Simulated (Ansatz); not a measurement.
Cl₂HOSi, SMILES `[O][SiH](Cl)Cl` radical. Charge 0, multiplicity 2.

```json
{"atom": "O1", "x (Å)": "-0.3339", "y (Å)": "1.6278", "z (Å)": "-0.2615"}
{"atom": "Si2", "x (Å)": "-0.0158", "y (Å)": "0.0207", "z (Å)": "-0.0776"}
{"atom": "Cl3", "x (Å)": "-1.3527", "y (Å)": "-0.8806", "z (Å)": "1.1532"}
{"atom": "Cl4", "x (Å)": "1.8477", "y (Å)": "-0.3040", "z (Å)": "0.6546"}
{"atom": "H5", "x (Å)": "-0.1453", "y (Å)": "-0.4639", "z (Å)": "-1.4688"}
```

**Question.** Give the diagnostics of a CCSD(T)/def2-TZVPP run (frozen core, Ansatz). (Best estimate.)

**Answer.** Ansatz gave: T1 = 0.0138, largest single amplitude 0.050, largest double 0.019, (T) share of the correlation energy 3.8 %, 16 CCSD cycles. ⟨S²⟩ of the UHF reference is 0.757 against 0.75 for a pure state. T1 lies under the customary mark of 0.045 for open shells.
